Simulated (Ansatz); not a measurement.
Level of theory: CAM-B3LYP-D3(BJ)/def2-TZVP (Ansatz, a first-principles code). No frequencies were computed at this level.

Ansatz 0.2 input:
```yaml
crystal:
  periodic: [false, false, false]
  atoms:
    - { symbol: C, position_ang: [0.866321, -1.172108, -0.225228] }
    - { symbol: C, position_ang: [0.216496, 0.150777, 0.031384] }
    - { symbol: Si, position_ang: [-1.67325, 0.185497, 0.024349] }
    - { symbol: C, position_ang: [0.902034, 1.261551, 0.255905] }
    - { symbol: Cl, position_ang: [2.631256, 1.365429, 0.289146] }
    - { symbol: H, position_ang: [0.560117, -1.553116, -1.198657] }
    - { symbol: H, position_ang: [0.547429, -1.89384, 0.525705] }
    - { symbol: H, position_ang: [1.950774, -1.096783, -0.202365] }
    - { symbol: H, position_ang: [-2.157212, -0.73544, 1.055928] }
    - { symbol: H, position_ang: [-2.140427, 1.544435, 0.289421] }
    - { symbol: H, position_ang: [-2.139986, -0.272572, -1.286692] }
    - { symbol: H, position_ang: [0.436447, 2.216171, 0.441105] }
basis:
  gaussian: { orbitals: def2-tzvp }
hamiltonian:
  xc: cam_b3lyp
  dispersion: d3bj
relax:
  max_steps: 150
```

Output:

```
Functional definition: CAM-B3LYP
1372 factors; their error is unknown
438 factors; integrals over basis functions are off by at most 2.4e-6 eV
mean field evaluation 1: about -23619.3141 eV, gradient 5.1e1 eV
mean field evaluation 2: about -23618.3423 eV, gradient 5.3e1 eV
mean field evaluation 4: about -23625.2213 eV, gradient 3.1e0 eV
mean field evaluation 8: about -23625.2427 eV, gradient 6.9e-2 eV
mean field evaluation 16: about -23625.2838 eV, gradient 1.3e-4 eV
mean field -23625.28380987 eV, -868.2131662202 hartree, gradient 4.3e-5 eV, S^2 0.000000; 0 other end points of the search recorded, 0 dependent functions left out
reference -23625.28395703 eV, -868.2131716283 hartree; 28, 28 occupied and 181, 181 virtual orbitals, 1372 factors
relax step   1: F+E_penalty+E_count = -23625.53237055 eV  Δ(F+E_penalty+E_count) = +0.000e0 eV  max|allowed force component| = 8.763e-1 eV/Å  Δτ_max = 0.0000 Å  (29 SCF iters, accepted)
these checks for a lower state are left out or cut short: starts, cluster_reference, orbital_swaps, neighbouring_geometries, increment
1372 factors; their error is unknown
438 factors; integrals over basis functions are off by at most 2.5e-6 eV
mean field -23625.30541283 eV, -868.2139601143 hartree, gradient 1.2e-5 eV, S^2 0.000000; 0 other end points of the search recorded, 0 dependent functions left out
reference -23625.30556034 eV, -868.2139655351 hartree; 28, 28 occupied and 181, 181 virtual orbitals, 1372 factors
relax step   2: F+E_penalty+E_count = -23625.55364715 eV  Δ(F+E_penalty+E_count) = -2.128e-2 eV  max|allowed force component| = 3.034e-1 eV/Å  Δτ_max = 0.0410 Å  (34 SCF iters, accepted)
these checks for a lower state are left out or cut short: starts, cluster_reference, orbital_swaps, neighbouring_geometries, increment
1372 factors; their error is unknown
438 factors; integrals over basis functions are off by at most 2.5e-6 eV
mean field evaluation 32: about -23625.3087 eV, gradient 1.1e-5 eV
mean field -23625.30872089 eV, -868.2140816832 hartree, gradient 1.1e-5 eV, S^2 0.000000; 0 other end points of the search recorded, 0 dependent functions left out
reference -23625.30886856 eV, -868.2140871101 hartree; 28, 28 occupied and 181, 181 virtual orbitals, 1372 factors
relax step   3: F+E_penalty+E_count = -23625.55725451 eV  Δ(F+E_penalty+E_count) = -3.607e-3 eV  max|allowed force component| = 6.333e-2 eV/Å  Δτ_max = 0.0356 Å  (34 SCF iters, accepted)
these checks for a lower state are left out or cut short: starts, cluster_reference, orbital_swaps, neighbouring_geometries, increment
1372 factors; their error is unknown
438 factors; integrals over basis functions are off by at most 2.5e-6 eV
mean field -23625.30911923 eV, -868.2140963222 hartree, gradient 1.1e-5 eV, S^2 0.000000; 0 other end points of the search recorded, 0 dependent functions left out
reference -23625.30926701 eV, -868.2141017529 hartree; 28, 28 occupied and 181, 181 virtual orbitals, 1372 factors
relax step   4: F+E_penalty+E_count = -23625.55758024 eV  Δ(F+E_penalty+E_count) = -3.257e-4 eV  max|allowed force component| = 4.145e-2 eV/Å  Δτ_max = 0.0105 Å  (34 SCF iters, accepted)
these checks for a lower state are left out or cut short: starts, cluster_reference, orbital_swaps, neighbouring_geometries, increment
1372 factors; their error is unknown
438 factors; integrals over basis functions are off by at most 2.5e-6 eV
mean field -23625.30923755 eV, -868.2141006701 hartree, gradient 1.1e-5 eV, S^2 0.000000; 0 other end points of the search recorded, 0 dependent functions left out
reference -23625.30938542 eV, -868.2141061042 hartree; 28, 28 occupied and 181, 181 virtual orbitals, 1372 factors
relax step   5: F+E_penalty+E_count = -23625.55768367 eV  Δ(F+E_penalty+E_count) = -1.034e-4 eV  max|allowed force component| = 5.493e-3 eV/Å  Δτ_max = 0.0070 Å  (35 SCF iters, accepted)
1372 factors; their error is unknown
438 factors; integrals over basis functions are off by at most 2.5e-6 eV
mean field evaluation 64: about -23625.3092 eV, gradient 1.6e-2 eV
mean field -23625.30923755 eV, -868.2141006701 hartree, gradient 1.1e-5 eV, S^2 0.000000; 1 other end points of the search recorded, 0 dependent functions left out
reference -23625.30938542 eV, -868.2141061042 hartree; 28, 28 occupied and 181, 181 virtual orbitals, 1372 factors
Total energy: -23625.55783153 eV, -868.2232363306 hartree
Atom 0 at     0.882421    -1.194552    -0.229542 Å, force    -0.005116     0.002398     0.000461 eV/Å
Atom 1 at     0.220825     0.126333     0.026596 Å, force     0.005493    -0.003913    -0.000633 eV/Å
Atom 2 at    -1.643564     0.199743     0.027382 Å, force    -0.000171     0.000481     0.000132 eV/Å
Atom 3 at     0.871028     1.256992     0.254808 Å, force    -0.002453     0.001001    -0.000235 eV/Å
Atom 4 at     2.600292     1.418033     0.299286 Å, force     0.001319     0.000171     0.000150 eV/Å
Atom 5 at     0.584846    -1.589275    -1.203391 Å, force     0.000407    -0.000028     0.000910 eV/Å
Atom 6 at     0.572176    -1.929164     0.516670 Å, force     0.000425     0.000306    -0.000852 eV/Å
Atom 7 at     1.967221    -1.120491    -0.206916 Å, force    -0.000288     0.000878     0.000169 eV/Å
Atom 8 at    -2.184098    -0.708743     1.063655 Å, force    -0.000283    -0.000395    -0.000661 eV/Å
Atom 9 at    -2.086099     1.583760     0.297597 Å, force     0.000297    -0.000328    -0.000067 eV/Å
Atom 10 at    -2.166832    -0.244854    -1.284072 Å, force    -0.000266    -0.000612     0.000453 eV/Å
Atom 11 at     0.381784     2.202219     0.437927 Å, force     0.000637     0.000041     0.000175 eV/Å
Dipole moment:    -0.176987    -0.121082    -0.025236 e Å
```

Cost: about 70 core-seconds (a rough figure).
